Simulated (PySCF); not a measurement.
# One molecule, several mistakes: AlBFH3N

These are calculations, not measurements. They come from PySCF 2.14.0, an open-source quantum chemistry program, on an isolated molecule that a program drew, which may never have been made. The molecule is AlBFH3N (charge 0, doublet), drawn as the SMILES string `B[NH][Al][F]`.

Each row is a Hartree-Fock (HF) and frozen-core CCSD(T) single point in the cc-pV(D+d)Z basis, meant for a local HF minimum. Run 1 is clean. Each other run has one planted mistake out of seven kinds, and not every kind appears here: one electron removed, one electron added, multiplicity raised by two, geometry at a saddle point, minimal basis STO-3G, one bond length entered in bohr, all coordinates scaled. The reference is restricted for singlets and unrestricted otherwise, and also for a bond in bohr. Adding or removing an electron swaps singlet and doublet. Electrons count all cores. HOMO and LUMO are orbital energies over both spins, the gradient is its largest component, and the lowest frequency (negative if imaginary) is given only where the gradient is small. Bond lengths are over the 6 bonds as drawn. T1 is the CCSD diagnostic: over 0.02 (restricted) or 0.045 (unrestricted) a single reference is doubtful.

Geometry of the clean run:
```xyz
7
AlBFH3N, angstrom
B    -3.1354   -0.6167   -0.5031
N    -2.9844    0.7258   -0.1052
Al   -4.3242    1.8883    0.1940
F    -3.8317    3.4037    0.6552
H    -2.1786   -1.3240   -0.6797
H    -4.2462   -1.0575   -0.6672
H    -2.0362    1.0391    0.0166
```

```
run  electrons  basis functions  <S^2>  HOMO (eV)  LUMO (eV)  gradient (hartree/bohr)  lowest frequency (cm^-1)  mean bond (Å)  longest bond (Å)      T1  HF (hartree)  CCSD(T) (hartree)                          mistake
  1         37               80  0.752      -9.38       0.68                  3.8e-05                       101         1.3802             1.799  0.0160    -422.36272         -422.88479                         no fault
  2         37               80  0.752      -9.05       1.01                  6.9e-02                         -         1.2974             1.691  0.0142    -422.33389         -422.84696           all coordinates scaled
  3         37               80  1.464      -9.80       0.37                  1.9e-02                         -         1.5294             1.901  0.0499    -422.23116         -422.74958  one bond length entered in bohr
  4         37               27  0.755      -5.70       6.77                  3.0e-02                         -         1.3802             1.799  0.0225    -416.97784         -417.14329                                ?
  5         38               80  0.000      -0.75       7.28                  7.0e-02                         -         1.3802             1.799  0.0172    -422.36188         -422.91990                                ?
```

**Which mistake was planted in run 4, and what did it cost?**

It has 27 basis functions where the clean run has 80, with the same electrons and geometry. So the mistake is: minimal basis STO-3G. Subtracting run 1 and multiplying by 627.51 kcal/mol a hartree, the energy moved by 3379.1 kcal/mol in HF and 3602.8 kcal/mol in CCSD(T).

**Which mistake was planted in run 5, and what did it cost?**

It counts 38 electrons, one more than the clean run, at the same geometry and basis. So the mistake is: one electron added. Subtracting run 1 and multiplying by 627.51 kcal/mol a hartree, the energy moved by 0.5 kcal/mol in HF and -22.0 kcal/mol in CCSD(T).

Cautions from the logs. Run 3: T1 is over the limit, so its CCSD(T) energy is less reliable.
